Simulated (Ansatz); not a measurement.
A series at Sn: from `[Cl][SnH3]`, ligands are replaced one by one, each step taking up HCl and setting free H₂; n counts the steps. Ansatz, PBE0-D4/def2-TZVP geometries.

CBS adds triple-zeta CCSD(T) − MP2 to the MP2 limit, frozen cores; atoms without spin–orbit coupling. Elements past krypton have def2 core potentials. Outer-core shells of Sn are correlated without core-valence functions. Spin–orbit coupling is left out.

```
n                    molecule  atomization energy, CCSD(T)/CBS (kJ/mol)
0                `[Cl][SnH3]`                                    1169.1
1            `[Cl][SnH2][Cl]`                                    1233.2
2       `[Cl][SnH]([Cl])[Cl]`                                         ?
3  `[Cl][Sn]([Cl])([Cl])[Cl]`                                    1340.4
```

Problem. By hand: fit a straight line y = ȳ + b (n − n̄) to the 3 given rows and predict n = 2.

Solution. n̄ = 1.333, ȳ = 1247.57; Σ(n − n̄)(y − ȳ) = 264.13, Σ(n − n̄)² = 4.667, so b = 56.60 kJ/mol a step. Prediction: 1247.57 + (56.60) × (0.667) = 1285.3 kJ/mol.

Problem. By hand: compare with the computed value, 1291.5 kJ/mol, and give the steps along the whole series.

Solution. The line misses by 6.2 kJ/mol (computed minus predicted). Steps: 64.1, 58.3, 48.9 kJ/mol.

The steps shrink at each stage, from 64.1 to 48.9 kJ/mol, so the series is curved. The miss is 3.6 % of the series' range. The energies themselves are unsure by some kJ/mol a bond, though much of that is common to the series.
